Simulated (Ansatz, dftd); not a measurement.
Reaction: C3H4O (SMILES O=C1CC1) → C3H4O (SMILES C#CCO)
Each species at its own B3LYP-D3(BJ)/def2-TZVP minimum (Ansatz, a first-principles code), one conformer.

Property: isomerisation energy (electronic), in kJ/mol. Open shells are spin-unrestricted; no spin-orbit coupling. Correlated methods leave the cores frozen. Rows without X2C or -DK are non-relativistic. CBS(X,Y): correlation extrapolated as X^-3, Hartree-Fock from the larger set. A bracket is a step between two methods taken in the basis named. Functionals run without relativity, which enters their misses. Double hybrids freeze cores in their MP2 part. 'core' is core correlation in cc-pwCVTZ, 'X2C' scalar relativity in cc-pVTZ-DK, both at CCSD(T).

Compared with CCSD(T)/CBS(cc-pVTZ,cc-pVQZ) + [CCSDT(Q) - CCSD(T)]/cc-pVDZ + core + X2C (Ansatz): 27.7 kJ/mol.

Costs are rough ratios of core time, to one figure, on one kind of shared machine, summed over the single points of the molecules; atoms, geometries and frequencies are left out. The first row took roughly 10 core seconds; short runs hold start-up time.

```tsv
level	program	cost relative to the first row	difference (kJ/mol)
PBE-D3(BJ)/def2-TZVPD	Ansatz + dftd3	1	36.6
PBE0/def2-TZVPD	Ansatz	1	34.6
r2SCANh-D4/def2-TZVPD	Ansatz + dftd4	1	30.5
CAM-B3LYP-D4/def2-TZVPD	Ansatz + dftd4	2	15.1
B2PLYP/def2-TZVPD	Ansatz	3	6.8
B2GP-PLYP-D3(BJ)/def2-TZVPD	Ansatz + dftd3	3	6.5
CCSD(T)/cc-pVTZ	Ansatz	10	5.2
```

The dearest row costs roughly 10 times the first. Costs within a factor of two don't rank. The table holds for this case alone.
